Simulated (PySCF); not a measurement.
Compound: C₇H₁₂N (doublet state).
Numbering: `[H]/[N:6]=[C:5]1/[CH2:4][C@@H:3]([CH2:2][CH2:1])[C@H:7]1[CH3:8]` (hydrogens: H9, H10 on C1; H11, H12 on C2; H13 on C3; H14, H15 on C4; H16 on N6; H17 on C7; H18, H19, H20 on C8)

Cartesian coordinates in Å at the GFN2-xTB level; atoms count from 1:
```xyz
20
C7H12N angstrom
C      2.2896   -0.9985    0.0542
C      1.6388    0.3112    0.2259
C      0.4236    0.4892   -0.6835
C     -0.4529    1.7268   -0.3973
C     -1.6388    0.8197   -0.2493
N     -2.8426    1.0946   -0.0598
C     -0.7987   -0.4340   -0.4292
C     -0.7441   -1.3509    0.7843
H      2.7887   -1.4763    0.8736
H      2.3629   -1.4401   -0.9206
H      1.3577    0.4574    1.2718
H      2.3412    1.1261   -0.0229
H      0.7492    0.4412   -1.7246
H     -0.2023    2.2497    0.5251
H     -0.5370    2.4613   -1.1959
H     -3.4693    0.2939    0.0006
H     -1.0855   -1.0189   -1.3080
H     -1.6517   -1.9478    0.8485
H      0.1143   -2.0173    0.7008
H     -0.6484   -0.7768    1.7032
```

The hyperfine couplings belong to this conformer and change with its torsions.

Method: UKS B3LYP, pcH-1 on C H N, non-relativistic, mean-field spin-orbit, GIAO (PySCF 2.14.0). One conformer (not necessarily the lowest) at the GFN2-xTB geometry, without solvent, vibrations or thermal averaging. Couplings are sensitive to structure, and on GFN2-xTB geometries they can be far from those on DFT ones. No stability test was run, so a lower SCF solution isn't excluded.

Problem. Where do the isotropic ENDOR lines of C1, C2, C3, C8, C7, H12, H9/H10, H15 and H18/H19/H20 fall at 342.6 mT, to first order?

Solution. For S = 1/2 in fast tumbling each set of equivalent nuclei gives two lines, ν± = |νn ± a/2| to first order, with νn = g_N μN B/h and μN/h = 7.62259 MHz/T.

```csv
nuclei,isotope,g_N,νn (MHz),a_iso (MHz),lower line (MHz),upper line (MHz)
C1,13C,1.4048,3.67,92.65,42.65,49.99
C2,13C,1.4048,3.67,-33.45,13.06,20.40
C3,13C,1.4048,3.67,22.00,7.33,14.67
C8,13C,1.4048,3.67,9.51,1.09,8.42
C7,13C,1.4048,3.67,-2.07,2.63,4.70
H12,1H,5.5857,14.59,157.25,64.04,93.21
H9/H10,1H,5.5857,14.59,-62.89,16.86,46.03
H15,1H,5.5857,14.59,2.51,13.33,15.84
H18/H19/H20,1H,5.5857,14.59,1.79,13.69,15.48
```

The rows for 13C, of low natural abundance, apply to labelled samples.

Problem. Which pairs are centred on the nuclear Larmor frequency, and which on half the coupling?

Solution. Centred on νn, since |a| < 2νn: C7, H15 and H18/H19/H20. Centred on |a|/2 and split by 2νn: C1, C2, C3, C8, H12 and H9/H10.

Problem. At what field would the lower line of C8 fall to zero frequency?

Solution. Where νn = |a|/2, that is B = 4.76 MHz/(1.4048 × 7.62259 MHz/T) = 444 mT, as far as first order holds there.

Couplings of abundant isotopes left out: H11 (28.6 MHz), H13 (-1.6 MHz) and H17 (1.0 MHz).

Means are taken over nuclei equivalent by connectivity, which assumes that they swap fast.
